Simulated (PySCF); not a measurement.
PySCF input for CCl, SMILES [C]Cl (connectivity only; charge and spin as stated), neutral, multiplicity 2, TDA-LC-ωPBE/def2-TZVPD. Coordinates come from a PBE0-D3(BJ)/def2-TZVPD optimisation.

```python
import numpy as np
from pyscf import gto, scf, dft, tdscf

mol = gto.M(
    atom='''
    C     0.00000000    0.00000000   -1.21477895
    Cl    0.00000000    0.00000000    0.42874551
    ''',
    basis='def2-TZVPD',
    charge=0,
    spin=1,
    max_memory=1600,
    verbose=4,
)
mf = dft.UKS(mol, xc='lc_wpbe').density_fit(auxbasis='def2-universal-jkfit')
mf.grids.level = 3
mf.conv_tol = 1e-9
mf.max_cycle = 100
mf.kernel()
fine, coarse = mf.grids, dft.Grids(mol).set(level=1).build(with_non0tab=True)
for _ in range(3):  # follow internal instabilities
    mf.grids = coarse
    mo, _, stable, _ = mf.stability(return_status=True, nroots=4)
    mf.grids = fine
    if stable:
        break
    mf.kernel(mf.make_rdm1(mo, mf.mo_occ))
mf.grids = dft.Grids(mol).set(level=1).build(with_non0tab=True)  # coarser grid for the response kernel
td = tdscf.TDA(mf)
td.nstates = 10
td.conv_tol = 1e-4
td.positive_eig_threshold = 1e-6
td.kernel(x0=td.get_init_guess(mf, 15))
td.analyze()
```

It prints:

```
PySCF version 2.14.0

[INPUT] verbose = 4
[INPUT] num. atoms = 2
[INPUT] num. electrons = 23
[INPUT] charge = 0
[INPUT] spin (= nelec alpha-beta = 2S) = 1
[INPUT] symmetry False subgroup None
[INPUT] Mole.unit = angstrom
[INPUT] Symbol           X                Y                Z      unit          X                Y                Z       unit  Magmom
[INPUT]  1 C      0.000000000000   0.000000000000  -1.214778950000 AA    0.000000000000   0.000000000000  -2.295599517387 Bohr   0.0
[INPUT]  2 Cl     0.000000000000   0.000000000000   0.428745510000 AA    0.000000000000   0.000000000000   0.810211591037 Bohr   0.0

nuclear repulsion = 32.8416624318691
number of shells = 29
number of NR pGTOs = 124
number of NR cGTOs = 83
basis = def2-TZVPD
ecp = {}


[settings echo left out]
init E= -498.019969781375

WARN: alpha nocc = 12  HOMO -0.0957531161630395 >= LUMO -0.0957531161630328

  beta  nocc = 11  HOMO = -0.361355790583108  LUMO = -0.0957531161630581

WARN: HOMO -0.0957531161630395 >= LUMO -0.0957531161630581

cycle= 1 E= -497.970313344186  delta_E= 0.0497  |g|= 0.218  |ddm|= 0.842
  alpha nocc = 12  HOMO = -0.375928941006752  LUMO = -0.032950576427897
  beta  nocc = 11  HOMO = -0.504000142618077  LUMO = -0.0727585452942421
  HOMO = -0.375928941007  LUMO = -0.0727585452942  gap/eV = 8.24969
cycle= 2 E= -497.982338738064  delta_E= -0.012  |g|= 0.19  |ddm|= 0.252
  alpha nocc = 12  HOMO = -0.339901540689009  LUMO = 0.0197303682270977
  beta  nocc = 11  HOMO = -0.454723033904571  LUMO = -0.0205251446451236
  HOMO = -0.339901540689  LUMO = -0.0205251446451  gap/eV = 8.69067
cycle= 3 E= -498.000477447727  delta_E= -0.0181  |g|= 0.0324  |ddm|= 0.125
  alpha nocc = 12  HOMO = -0.338828848690984  LUMO = 0.0270430750652579
  beta  nocc = 11  HOMO = -0.452570025549559  LUMO = -0.0153289401681
  HOMO = -0.338828848691  LUMO = -0.0153289401681  gap/eV = 8.80288
cycle= 4 E= -498.001127990258  delta_E= -0.000651  |g|= 0.0116  |ddm|= 0.0366
  alpha nocc = 12  HOMO = -0.341618893713736  LUMO = 0.0291766509071358
  beta  nocc = 11  HOMO = -0.453199186925652  LUMO = -0.0150326191730095
  HOMO = -0.341618893714  LUMO = -0.015032619173  gap/eV = 8.88687
cycle= 5 E= -498.001304484596  delta_E= -0.000176  |g|= 0.00323  |ddm|= 0.0176
  alpha nocc = 12  HOMO = -0.342577896296355  LUMO = 0.0296380495555724
  beta  nocc = 11  HOMO = -0.453374498820079  LUMO = -0.0152282266723098
  HOMO = -0.342577896296  LUMO = -0.0152282266723  gap/eV = 8.90764
cycle= 6 E= -498.001330831797  delta_E= -2.63e-05  |g|= 0.00116  |ddm|= 0.0073
  alpha nocc = 12  HOMO = -0.3426340627096  LUMO = 0.0298736722569295
  beta  nocc = 11  HOMO = -0.453339557635605  LUMO = -0.0150515015594337
  HOMO = -0.34263406271  LUMO = -0.0150515015594  gap/eV = 8.91398
cycle= 7 E= -498.001335028161  delta_E= -4.2e-06  |g|= 0.000434  |ddm|= 0.00289
  alpha nocc = 12  HOMO = -0.342672215145416  LUMO = 0.0299013343091588
  beta  nocc = 11  HOMO = -0.453385180235504  LUMO = -0.0149832304191335
  HOMO = -0.342672215145  LUMO = -0.0149832304191  gap/eV = 8.91687
cycle= 8 E= -498.001335733805  delta_E= -7.06e-07  |g|= 0.000191  |ddm|= 0.00107
  alpha nocc = 12  HOMO = -0.342651903265342  LUMO = 0.0299336374471579
  beta  nocc = 11  HOMO = -0.453351759859672  LUMO = -0.0149220583891108
  HOMO = -0.342651903265  LUMO = -0.0149220583891  gap/eV = 8.91798
cycle= 9 E= -498.001335887966  delta_E= -1.54e-07  |g|= 8.28e-05  |ddm|= 0.000534
  alpha nocc = 12  HOMO = -0.34264875449518  LUMO = 0.0299399488462235
  beta  nocc = 11  HOMO = -0.453346043493973  LUMO = -0.014899090226038
  HOMO = -0.342648754495  LUMO = -0.014899090226  gap/eV = 8.91852
cycle= 10 E= -498.001335901904  delta_E= -1.39e-08  |g|= 3.48e-05  |ddm|= 0.000241
  alpha nocc = 12  HOMO = -0.342653967749158  LUMO = 0.0299361276239729
  beta  nocc = 11  HOMO = -0.453347341788053  LUMO = -0.0148934449597817
  HOMO = -0.342653967749  LUMO = -0.0148934449598  gap/eV = 8.91882
cycle= 11 E= -498.001335906376  delta_E= -4.47e-09  |g|= 9.36e-06  |ddm|= 0.000106
  alpha nocc = 12  HOMO = -0.342651939187451  LUMO = 0.0299369738173283
  beta  nocc = 11  HOMO = -0.453345465408617  LUMO = -0.0148891592990381
  HOMO = -0.342651939187  LUMO = -0.014889159299  gap/eV = 8.91888
cycle= 12 E= -498.001335906656  delta_E= -2.8e-10  |g|= 2.88e-06  |ddm|= 2.54e-05
  alpha nocc = 12  HOMO = -0.342652581577841  LUMO = 0.029936103429872
  beta  nocc = 11  HOMO = -0.453346392606935  LUMO = -0.0148896167099011
  HOMO = -0.342652581578  LUMO = -0.0148896167099  gap/eV = 8.91888
Extra cycle  E= -498.001335906671  delta_E= -1.46e-11  |g|= 1.75e-06  |ddm|= 4.03e-06
converged SCF energy = -498.001335906671  <S^2> = 0.75641422  2S+1 = 2.006404
tot grids = 11496
uhf_internal: lowest eigs of H = [-5.03225087e-06  9.53472983e-02  3.09291294e-01  3.38766766e-01]
<class 'pyscf.df.df_jk.DFUKS'> wavefunction is stable in the internal stability analysis
tot grids = 11496
Overwritten attributes  positive_eig_threshold  of <class 'pyscf.tdscf.uks.TDA'>


******** <class 'pyscf.tdscf.uks.TDA'> for <class 'pyscf.df.df_jk.DFUKS'> ********
nstates = 10
deg_eia_thresh = 1.000e-03
wfnsym = None
conv_tol = 0.0001
eigh lindep = 1e-12
eigh level_shift = 0
eigh max_cycle = 100


Excitation energies (eV)
[0.19188538 2.77914863 5.04274052 5.12655904 5.42232611 5.55160501
 5.96340432 6.490175   6.51282967 7.0088139 ]

** Excitation energies and oscillator strengths **
Excited State   1:      0.19189 eV   6461.37 nm  f=0.0000
       9a ->   13a     -0.11360
      12a ->   13a     -0.98654
Excited State   2:      2.77915 eV    446.12 nm  f=0.0002
      11a ->   13a     -0.64689
      11b ->   12b      0.73790
Excited State   3:      5.04274 eV    245.87 nm  f=0.0222
      12a ->   14a     -0.10980
      12a ->   16a     -0.31595
      12a ->   18a     -0.14743
      12a ->   19a     -0.16437
      11b ->   13b      0.89669
Excited State   4:      5.12656 eV    241.85 nm  f=0.0251
      11a ->   13a     -0.74595
      11b ->   12b     -0.64874
Excited State   5:      5.42233 eV    228.65 nm  f=0.0002
      12a ->   14a      0.37379
      12a ->   16a      0.59305
      12a ->   18a      0.34814
      12a ->   19a      0.45219
      11b ->   13b      0.39321
Excited State   6:      5.55161 eV    223.33 nm  f=0.0006
      10a ->   13a     -0.77681
       9b ->   12b      0.60841
      10b ->   13b      0.10656
Excited State   7:      5.96340 eV    207.91 nm  f=0.0000
       9a ->   13a     -0.39775
      10b ->   12b      0.90325
Excited State   8:      6.49018 eV    191.03 nm  f=0.0000
      12a ->   14a     -0.65444
      12a ->   16a      0.62263
      12a ->   18a     -0.38805
      12a ->   32a     -0.10197
Excited State   9:      6.51283 eV    190.37 nm  f=0.0000
       9a ->   13a      0.88752
      12a ->   13a     -0.10172
       9b ->   13b     -0.11941
      10b ->   12b      0.41428
Excited State  10:      7.00881 eV    176.90 nm  f=0.0032
      10a ->   13a      0.35376
       9b ->   12b      0.58026
      10b ->   13b     -0.71781

** Transition electric dipole moments (AU) **
state          X           Y           Z        Dip. S.      Osc.
  1        -0.0000     -0.0000      0.0000      0.0000      0.0000
  2         0.0012      0.0604     -0.0000      0.0037      0.0002
  3         0.4238     -0.0087     -0.0000      0.1797      0.0222
  4        -0.0092     -0.4474      0.0000      0.2002      0.0251
  5         0.0404     -0.0008      0.0000      0.0016      0.0002
  6         0.0000      0.0000      0.0688      0.0047      0.0006
  7         0.0000     -0.0000     -0.0000      0.0000      0.0000
  8        -0.0005      0.0000     -0.0000      0.0000      0.0000
  9        -0.0000      0.0000     -0.0000      0.0000      0.0000
 10        -0.0000     -0.0000     -0.1366      0.0187      0.0032

** Transition velocity dipole moments (imaginary part, AU) **
state          X           Y           Z        Dip. S.      Osc.
  1        -0.0000     -0.0000      0.0000      0.0000      0.0000
  2        -0.0003     -0.0134     -0.0000      0.0002      0.0012
  3         0.0538     -0.0011     -0.0000      0.0029      0.0104
  4         0.0005      0.0233      0.0000      0.0005      0.0019
  5        -0.0763      0.0016      0.0000      0.0058      0.0195
  6        -0.0000      0.0000     -0.0068      0.0000      0.0002
  7         0.0000      0.0000      0.0000      0.0000      0.0000
  8         0.0059     -0.0001     -0.0000      0.0000      0.0001
  9         0.0000      0.0000      0.0000      0.0000      0.0000
 10        -0.0000     -0.0000      0.0172      0.0003      0.0008

** Transition magnetic dipole moments (imaginary part, AU) **
state          X           Y           Z
  1         0.0000     -0.0000      1.0036
  2        -0.0323      0.0007     -0.0000
  3         0.0218      1.0572      0.0000
  4         1.3898     -0.0287     -0.0000
  5         0.0026      0.1252     -0.0000
  6        -0.0000     -0.0000     -0.0000
  7         0.0000      0.0000      0.0287
  8        -0.0110     -0.5343      0.0000
  9        -0.0000     -0.0000     -0.0014
 10        -0.0000     -0.0000      0.0000
```

The run converged.

Cost: about 30 core-seconds (a rough figure).
